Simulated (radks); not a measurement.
Results of a calculation; reference values are marked as such.
Task: Spherical quantum dot in the effective-mass picture: electrons in a well V = -V0 / (1 + exp((r - R)/a)) with V0 = 7.94, R = 5.47, a = 0.47, with a point charge +1 (a donor) at the centre, all in effective atomic units (hartree* = m*/eps^2 hartree, bohr* = eps/m* bohr), one dielectric constant everywhere. Level of theory: non-relativistic Kohn-Sham, LDA (Slater exchange, Perdew-Wang correlation), spin-polarised, spherical densities (a radial shooting solver with Libxc functionals). Levels are named by radial order and angular momentum (1s, 1p, 1d, 2s, ...), and open shells are averaged over m. Results are scaled to m* = 0.238 and eps = 9.5, for which hartree* = 71.76 meV and bohr* = 2.112 nm. At N = 11 the configuration is 1s2 1p6 1d(up 3, down 0). Does electron 12 go into 2s down or 1d up or 2s up?

Result: Into 1d up. The total energies of the other choices lie higher by 1.10 meV (2s up), 2.12 meV (2s down).
